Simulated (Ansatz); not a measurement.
The pair A = PH3 (SMILES P) (first 4 atoms), B = H2 (SMILES [H][H]); geometry from B3LYP-D3(BJ)/def2-TZVP.
(charge 0, multiplicity 1):
```xyz
6

P     -0.17174     0.15679    -0.14074
H     -1.49194    -0.11720     0.29923
H     -0.48995    -0.05069    -1.50775
H      0.26103    -1.17997     0.05252
H      0.08293    -0.26801     3.51267
H      0.30819     0.22198     2.99955
```

Frozen-core correlation. MP2 and its Hartree–Fock in aug-cc-pV(Q+d)Z are density fitted.

Run with Ansatz (a first-principles code). Each number belongs to the level named beside it.

The counterpoise-corrected interaction energy is E(AB) − E(A in the pair's basis) − E(B in the pair's basis). Total energies (hartree):

```json
[
 {"level": "HF/aug-cc-pV(T+d)Z", "AB": "-343.6229526", "A in the pair's basis": "-342.4904304", "B in the pair's basis": "-1.1329982"},
 {"level": "CCSD(T)/aug-cc-pV(T+d)Z", "AB": "-343.8723441", "A in the pair's basis": "-342.6991872", "B in the pair's basis": "-1.1726616"},
 {"level": "HF/aug-cc-pV(Q+d)Z", "AB": "-343.6267509", "A in the pair's basis": "-342.4937925", "B in the pair's basis": "-1.1334321"},
 {"level": "CCSD(T)/aug-cc-pV(Q+d)Z", "AB": "-343.8853187", "A in the pair's basis": "-342.7109066", "B in the pair's basis": "-1.1738709"}
]
```

Work out the counterpoise-corrected interaction energy at the basis-set limit: extrapolate the CCSD(T) correlation part as X⁻³, take Hartree–Fock from the larger set.


1. Differences (1 hartree = 627.509 kcal/mol): HF/aug-cc-pV(T+d)Z 0.299; CCSD(T)/aug-cc-pV(T+d)Z -0.311; HF/aug-cc-pV(Q+d)Z 0.297; CCSD(T)/aug-cc-pV(Q+d)Z -0.340.
2. Correlation parts, CCSD(T) less HF: -0.609 in aug-cc-pV(T+d)Z (X = 3), -0.637 in aug-cc-pV(Q+d)Z (X = 4).
3. Limit (4³·(-0.637) − 3³·(-0.609))/(4³ − 3³) = -0.657; with HF/aug-cc-pV(Q+d)Z it gives -0.360.
Result: -0.36 kcal/mol, against -0.31 at CCSD(T)/aug-cc-pV(T+d)Z. It is an estimate of this method's limit, not of the exact value.
